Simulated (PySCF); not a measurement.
## Working out the ionisation energy of Si⁺

Si⁺ [Ne] 3s2 3p1 (2P) → Si²⁺ [Ne] 3s2 (1S). Calculation: PySCF 2.14, in Sapporo-DZP-2012 (5s4p2d, 27 functions); scalar relativity by spin-free X2C-1e. Frozen: [Ne]. Energies in hartree (1 hartree = 27.21139 eV):

| part | Si⁺ (lower) | Si²⁺ (upper) |
| --- | --- | --- |
| UHF | -289.090334 | -288.508466 |
| CCSD correlation | -0.052949 | -0.040318 |
| (T) | -0.000654 | 0.000000 |

What does Hartree-Fock give?

(-288.508466) − (-289.090334) = 0.581868 hartree = 15.833 eV.

What do CCSD and CCSD(T) give?

The CCSD correlation energies differ by 0.012631 hartree = 0.344 eV and the triples by 0.000654 hartree = 0.018 eV, so CCSD gives 16.177 eV and CCSD(T) 16.195 eV.

Measured between the centres of the two terms (NIST): 16.322 eV, so CCSD(T) (valence) is off by -0.127 eV.

A double-zeta basis recovers only part of the correlation energy.

What remains against the reference includes basis incompleteness, the frozen core and higher excitations.
